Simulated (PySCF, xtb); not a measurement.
**Relaxing a trial structure of C2H7AlO**

The starting geometry of this gas-phase singlet was built from a drawn formula by distance geometry and a force field; its bonds are those of `C[C@H](O)[AlH2]`.

```xyz
11

C     0.9522    0.2819   -1.7268
C    -0.3689    1.1017   -1.8333
Al   -1.9702   -0.1554   -1.4636
O    -0.3840    2.1368   -0.8379
H     1.7604    0.9829   -1.9315
H     0.9192   -0.5090   -2.4660
H     1.0844   -0.1211   -0.6699
H    -0.4992    1.4913   -2.8261
H     0.2253    2.8294   -1.1898
H    -2.9088    0.2215   -0.2256
H    -2.1951   -1.3768   -2.3673
```

Question: Predict what it relaxes into with r2SCAN-D4/def2-SVP.

Answer: It keeps its bonds, and is `C[C@H](O)[AlH2]`.

The energy falls by 0.23 eV over 11 steps:

```json
{"step": "1", "E − E(last) (eV)": "0.230"}
{"step": "2", "E − E(last) (eV)": "0.021"}
{"step": "3", "E − E(last) (eV)": "0.009"}
{"step": "4", "E − E(last) (eV)": "0.004"}
{"step": "5", "E − E(last) (eV)": "0.001"}
{"step": "7", "E − E(last) (eV)": "0.000"}
{"step": "8", "E − E(last) (eV)": "0.000"}
{"step": "9", "E − E(last) (eV)": "0.000"}
{"step": "10", "E − E(last) (eV)": "0.000"}
{"step": "11", "E − E(last) (eV)": "0.000"}
```

Final geometry (Å):

```xyz
11

C     0.9583    0.3331   -1.7413
C    -0.3794    1.0721   -1.8198
Al   -1.9595   -0.0670   -1.4327
O    -0.4257    2.1745   -0.9104
H     1.8018    1.0093   -1.9821
H     1.0041   -0.5069   -2.4551
H     1.1463   -0.0634   -0.7289
H    -0.4925    1.4315   -2.8723
H     0.3173    2.7608   -1.1169
H    -2.9621    0.2638   -0.2462
H    -2.1993   -1.3433   -2.3593
```

From the same start GFN2-xTB ends elsewhere, at `C[C@@H]1[OH+][AlH2-]1`.

The end wasn't checked by frequencies. Run with PySCF 2.14.0, 84 s on 2 threads of AMD EPYC 7B13 (Zen 3) (shared host).
